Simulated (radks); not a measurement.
Results of a calculation; reference values are marked as such.
Coulomb parameter of the 5d shell of the rhenium ion Re3+ in the model configuration [Xe] 4f14 5d3 6s1, as a second difference U = [E(n + 0.5) + E(n - 0.5) - 2 E(n)] / (0.5)^2 with all orbitals relaxed. "Bare": the charge of the atom changes with n. "Screened": the 6s shell takes up the change at fixed total charge, which measures U(5d,5d) + U(6s,6s) - 2 U(5d,6s). Code: a radial shooting solver on a logarithmic mesh with Libxc functionals. Model: Dirac Kohn-Sham, PBE, spin-unpolarised, spherical densities, finite nucleus; open shells are shared between the two j in proportion to 2j + 1; Fermi nuclear charge, rms radius 5.3698 fm.

case,configuration,E - E(n) (eV)
start,[Xe] 4f14 5d3 6s1,0.000
bare +0.5,[Xe] 4f14 5d3.5 6s1,-16.229
bare -0.5,[Xe] 4f14 5d2.5 6s1,19.356
screened +0.5,[Xe] 4f14 5d3.5 6s0.5,-2.222
screened -0.5,[Xe] 4f14 5d2.5 6s1.5,2.491

U(bare) = 12.507 eV, U(screened by 6s) = 1.076 eV.
